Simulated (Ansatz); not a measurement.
Reaction R1 → 2 P1 + P2, each structure at its B3LYP-D3(BJ)/def2-TZVP stationary point, reached from a drawn start (curvature not checked).
R1, H2O (SMILES O) (charge 0, multiplicity 1):
```
atom   x (Å)    y (Å)    z (Å)
----  ------  -------  -------
O     0.0000   0.0000   0.3896
H     0.0000   0.7650  -0.1949
H     0.0000  -0.7650  -0.1949
```
P1: H atom, charge 0, multiplicity 2.
P2: O atom, charge 0, multiplicity 3.

P less R. No zero-point or thermal terms; singlets are restricted closed shells; open shells are unrestricted; no spin–orbit coupling.

Cores are frozen in the correlated methods.

Codes used: Ansatz (a first-principles code). No computed number here is a measurement.

Q: What reaction energy does SVWN5/def2-TZVPP give?

A: 265.2 kcal/mol

Q: Give the reaction energy at the level PBE0/def2-TZVPP.

A: 226.0 kcal/mol

Q: Predict the reaction energy from B2PLYP/def2-TZVPP.

A: 228.5 kcal/mol
